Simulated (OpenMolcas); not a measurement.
# S4+: effect of the active space

```yaml
Program: OpenMolcas 26.06
Method: MS-CASPT2 or its RAS form, IPEA 0.25 Eh, imaginary shift 0.1 Eh
Basis: ANO-RCC-VTZP
Scalar_Hamiltonian: DKH2, point nucleus
Spin-orbit_coupling: state interaction with AMFI integrals over the reference wave functions, term energies averaged over their components
```

A. 2 electrons in 4 orbitals (3s 3p); 2S+1 = 3 even, 3 roots; 2S+1 = 1 even, 7 roots; 2S+1 = 3 odd, 3 roots; 2S+1 = 1 odd, 3 roots; closed shells correlated: 2s 2p; CASPT2 step roughly 1.6 core-seconds
B. 2 electrons in 8 orbitals (3s 3p 4s 4p); 2S+1 = 3 even, 3 roots; 2S+1 = 1 even, 7 roots; 2S+1 = 3 odd, 3 roots; 2S+1 = 1 odd, 3 roots; closed shells correlated: 2s 2p; CASPT2 step about 4 core-seconds
C. 2 electrons in 9 orbitals (RAS2 3s 3p; RAS3 3d, at most 2 electrons); 2S+1 = 3 even, 3 roots; 2S+1 = 1 even, 7 roots; 2S+1 = 3 odd, 3 roots; 2S+1 = 1 odd, 3 roots; closed shells correlated: 2s 2p; CASPT2 step of the order of 6 core-seconds

Energies in cm⁻¹ above 3s² ¹S₀, the measured ground level; measured values from NIST levels in Podobedova, Kelleher and Wiese, J. Phys. Chem. Ref. Data 38, 171 (2009); Martin, Zalubas and Musgrove, J. Phys. Chem. Ref. Data 19, 821 (1990).

```json
{"Level": "3s² ¹S₀", "A": "0.0", "B": "0.0", "C": "0.0", "Measured": "0.0"}
{"Level": "3s 3p ³P°₀", "A": "82447", "B": "82479", "C": "82217", "Measured": "83024"}
{"Level": "3s 3p ³P°₁", "A": "82777", "B": "82809", "C": "82545", "Measured": "83394"}
{"Level": "3s 3p ³P°₂", "A": "83450", "B": "83481", "C": "83214", "Measured": "84155"}
{"Level": "3s 3p ¹P°₁", "A": "130873", "B": "130604", "C": "128646", "Measured": "127151"}
{"Level": "3p² ³P₀", "A": "200576", "B": "200510", "C": "200087", "Measured": "199967"}
{"Level": "3p² ³P₁", "A": "200925", "B": "200857", "C": "200433", "Measured": "200371"}
{"Level": "3p² ³P₂", "A": "201473", "B": "201272", "C": "201109", "Measured": "201146"}
{"Level": "3p² ¹D₂", "A": "203574", "B": "202395", "C": "194493", "Measured": "193739"}
```

Deviations, from unrounded energies. A percentage is the sum of absolute deviations over the sum of measured energies, with the sign that they share, or ± where signs differ.

```json
{"Against measurement": "mean absolute deviation (cm-1)", "Levels": "8", "A": "2100", "B": "1900", "C": "630"}
{"Against measurement": "other configurations (%)", "Levels": "8", "A": "±1.4", "B": "±1.3", "C": "±0.4"}
```

C lies closest to measurement on these levels and A furthest from it. The largest miss of C in the table is 3s 3p ¹P°₁, by +1500 cm-1. The ranking rests on the paired levels alone, and a cruder setting can come out closer through cancelling errors.

Among A to C the level of the table that moves most is 3p² ¹D₂, by 9100 cm-1 (lowest in C, highest in A).

Over all roots computed the reference weight is 0.93 to 1.00 in A, 0.91 to 1.00 in B; the roots of lowest weight are the least certain, and an intruder state may touch them. Some levels mix across a computed gap that differs much from the measured one, so their mixing is not that of the real levels (holds for A; B). The ¹D term of p² mixes with s d, which this space lacks (holds for A; B). Active for correlation alone: 4p 4s; no level in the range computed is led by a configuration that fills them, so any true level of that kind is missing (holds for B). Active for correlation alone: 3d; no level in the range computed is led by a configuration that fills it, so any true level of that kind is missing (holds for C). Some terms mix strongly with configurations of 3d, whose occupation reaches 0.23 (3p² ¹D) (holds for C). Measured partners are found by configuration, term and J. A level has none where our copy of the source lacks it or the pairing is in doubt (some pairs that miss far off the trend of their configuration count as doubtful), and it then counts in no deviation. Levels of configurations outside the active space are missing. Levels that lie high or do not pair safely by name in every column are left out.

° marks odd parity.
